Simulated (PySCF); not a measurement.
These compounds are isomers of formula C$_{5}$H$_{4}$F$_{3}$NO.

A. SMILES FC(OC(=C)CC#N)(F)F
B. `CO/C(C#N)=C\C(F)(F)F`
C. `C(/C(N)=O)=C\C(F)=C(F)F`
D. `N#CC1(OC(F)(F)F)CC1`

Spectrum 1. 1H NMR (300 MHz, computed): δ 5.48 (br s, 1H), 5.22 (br s, 1H), 3.10 (s, 2H). 13C{1H} NMR (computed): δ 155.6 (C), 129.3 (C), 120.1 (C), 105.8 (CH2), 23.8 (CH2).

Spectrum 2. 1H NMR (300 MHz, computed): δ 1.72 (m, 2H), 1.41 (m, 2H). 13C{1H} NMR (computed): δ 131.8 (C), 122.2 (C), 49.0 (C), 19.9 (CH2).

Spectrum 3. 1H NMR (300 MHz, computed): δ 5.82 (m, 1H), 4.15 (s, 3H). 13C{1H} NMR (computed): δ 145.4 (C), 131.3 (C), 119.5 (CH), 117.6 (C), 59.8 (CH3).

Spectrum 4. 1H NMR (300 MHz, computed): δ 7.54 (m, 1H), 5.96 (m, 1H), 4.93 (br, 1H), 4.70 (br, 1H). 13C{1H} NMR (computed): δ 169.2 (C), 164.5 (C), 138.4 (C), 135.4 (CH), 125.5 (CH).

PySCF 2.14.0 with density-fitted response routines calculation with structure optimised with GFN2-xTB and shielding tensors at PBE0/pcSseg-1 (GIAO); one averaged value for each set of equivalent atoms, in vacuum, non-relativistic, one computed conformer.

Scale: TMS for 1H and 13C (reference shieldings calculated alike). Splittings of carbon signals by F and P are missing where no couplings were computed. Where no couplings were computed, multiplicities follow the n + 1 count of equivalent neighbours, and m marks all less simple cases (inequivalent or close neighbours, rings, F or P nearby). Acid and N–H amide carbonyl carbons lie up to 10 ppm further downfield in solution (hydrogen bonding). Shifts are as computed. Against solution values, carbons near 30 ppm lie about +3 ppm off and those near 130 ppm about +5 ppm. Of 1211 compounds with measured shifts, 218 miss one by over three times the rms of a fit or turn the order of signals round; such compounds aren't used in these exercises. Groups on amide-type nitrogens are kept apart (slow C–N rotation). OH and NH positions are gas-phase values without hydrogen bonding to other molecules.

Task: Match each spectrum to its structure.

Result: 1–A, 2–D, 3–B, 4–C.

- Spectrum 1 (A): 5 13C signals; δC 155.6 is an alkene carbon bearing oxygen; δC 129.3 is a CF3 carbon.
- Spectrum 2 (D): 4 13C signals; δC 131.8 is a CF3 carbon; δC 122.2 is a nitrile carbon.
- Spectrum 3 (B): 5 13C signals; δC 145.4 is an alkene carbon bearing oxygen; δC 131.3 is a CF3 carbon.
- Spectrum 4 (C): 5 13C signals; δC 164.5 is an amide carbonyl carbon; δC 138.4 is a fully substituted alkene carbon.
